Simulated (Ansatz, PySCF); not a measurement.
This PySCF input computes a BLYP/def2-TZVPD energy:

```python
from pyscf import gto, scf, dft

mol = gto.M(
    atom='''
    Si   -0.08497619   -0.52288476    0.02360404
    O    -0.03550231    1.04350028   -0.04212334
    H     1.47368503   -1.02761551    0.00653007
    ''',
    basis='def2-tzvpd',
    charge=-1,
    spin=0,
    verbose=4,
)

mf = dft.RKS(mol, xc='blyp').density_fit(auxbasis='def2-universal-jkfit')
mf.grids.level = 3
mf.conv_tol = 1e-9
mf.max_cycle = 100
mf.max_memory = 1500
mf.kernel()
if not mf.converged:
    mf = mf.newton()
    mf.kernel(mf.make_rdm1())
mf.analyze()
```

### Question
Write an input for the same energy in Ansatz (a quantum-chemistry and plane-wave program) and say what it gives.

### Answer

Ansatz 0.2 input:
```yaml
crystal:
  periodic: [false, false, false]
  atoms:
    - {symbol: Si, position_ang: [-0.08497619, -0.52288476, 0.02360404]}
    - {symbol: O, position_ang: [-0.03550231, 1.04350028, -0.04212334]}
    - {symbol: H, position_ang: [1.47368503, -1.02761551, 0.00653007]}
basis:
  gaussian:
    orbitals: def2-TZVPD
hamiltonian:
  xc: {name: BLYP}
total_charge: -1
output: {forces: true}
```
It gives -365.38054 Eh, and PySCF -365.38059 Eh, a difference of 0.05 mEh, from the treatment of integrals and grids.

It need not be the lowest isomer of its formula. Whether it binds its extra electron was not tested at this geometry.
